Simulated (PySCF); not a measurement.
An unknown gives this computed stick spectrum. Computed with PySCF, TDDFT CAM-B3LYP/def2-SVPD, vertical, gas phase, core orbitals frozen in the response. Geometries: GFN2-xTB, one conformer each.

```
state  E (eV)  λ (nm)       f
   S1    6.41   193.3  0.0044
   S2    7.02   176.6   0.399
   S3    7.25   171.0   0.015
   S4    7.39   167.7  0.0080
   S5    7.71   160.9  0.0047
   S6    7.86   157.8   0.014
   S7    8.07   153.6  0.0007
   S8    8.18   151.6  0.0047
```

Triplets computed (Tamm–Dancoff): 4.26, 5.97, 6.93 eV.

Question: Which candidate is it? All have the formula C5H9FOSi.
A. `C[SiH2]C(F)=C1COC1`
B. `FC[C@H]1OC=C[Si@H]1C`
C. `O=C(CC[SiH3])/C=C/F`
D. `C=C1CO[C@@H](F)C[SiH2]1`
E. `C#C[C@@](F)(CC)[SiH2]O`

Answer: D. Its S1, at 6.41 eV, is the highest among the candidates; the nearest of the others has S1 at 6.12 eV. S1 is HOMO-1→LUMO (60%), HOMO-2→LUMO (21%), HOMO→LUMO (11%). Löwdin shares by element: HOMO carbon 58% or more, oxygen 8%, silicon 6% (atoms not listed hold the other 27%); LUMO carbon 60% or more, silicon 10%, hydrogen 6% or more (atoms not listed hold the other 25%). At the same level the other candidates give, for their lowest levels:
- `C[SiH2]C(F)=C1COC1`: 6.12 eV (f 0.228); 6.52 eV (f 0.003); 6.87 eV (f 0.002); 6.90 eV (f 0.003); 7.19 eV (f 0.145); T1 4.02 eV; HOMO -8.40, LUMO 0.52 eV
- `C#C[C@@](F)(CC)[SiH2]O`: 5.78 eV (f 0.007); 6.60 eV (f 0.002); 6.95 eV (f 0.019); 7.21 eV (f 0.000); 7.47 eV (f 0.014); T1 5.20 eV; HOMO -8.98, LUMO 0.60 eV
- `O=C(/C=C/F)CC[SiH3]`: 4.06 eV (f 0.000); 5.98 eV (f 0.336); 6.77 eV (f 0.009); 7.29 eV (f 0.012); 7.43 eV (f 0.007); T1 3.59 eV; HOMO -9.13, LUMO -0.65 eV
- `C[Si@@H]1C=CO[C@@H]1CF`: 6.12 eV (f 0.154); 6.47 eV (f 0.010); 6.78 eV (f 0.017); 7.04 eV (f 0.005); 7.12 eV (f 0.010); T1 4.12 eV; HOMO -8.12, LUMO 1.02 eV
